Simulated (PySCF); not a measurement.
As₂, SMILES [As]#[As]. Geometry optimised at B3LYP-D3(BJ)/def2-TZVP.

PySCF with TDDFT-LC-ωPBE/def2-TZVPD puts the lowest singlet excitations at 2.46, 2.99, 2.99, 3.58, 3.58, 5.39 eV and the lowest triplet (TDA) at 1.72 eV.

**Question.** What are the lowest singlet roots from EOM-CCSD/aug-cc-pVDZ (PySCF 2.14.0)? (Estimate from the structure and the level; the computed values follow.)

**Answer.** 3.62, 3.87, 3.87, 4.14, 4.14, 6.04 eV; triplets 2.07, 2.91, 2.91 eV. S1 differs by 1.17 eV (second minus first; roots are paired by order, and the bases may differ).
